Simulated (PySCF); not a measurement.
**Working out the excitation energy of Se**

Se [Ar] 3d10 4s2 4p4 (3P) → Se [Ar] 3d10 4s1 4p4 4d1 (high-spin determinant). All numbers are calculated (PySCF 2.14, scalar relativity through the core potential, in aug-cc-pVDZ-PP with ECP10MDF). Frozen: 3s2 3p6 3d10. Energies in hartree (1 hartree = 27.21139 eV):

```
            part   Se (lower)   Se (upper)
             UHF  -371.846027  -371.140375
CCSD correlation    -0.092091    -0.102431
             (T)    -0.001516    -0.007287
```

Question: What does Hartree-Fock give?

Answer: (-371.140375) − (-371.846027) = 0.705652 hartree = 19.202 eV.

Question: What do CCSD and CCSD(T) give?

Answer: The CCSD correlation energies differ by -0.010340 hartree = -0.281 eV and the triples by -0.005771 hartree = -0.157 eV, so CCSD gives 18.921 eV and CCSD(T) 18.764 eV.

One determinant mixes LS terms, so it does not stand for a single term.

The upper state lies above the first ionisation limit, where it may autoionise and the basis confines it.

A double-zeta basis recovers only part of the correlation energy.

The coupled-cluster amplitudes are large, so a single reference is strained.
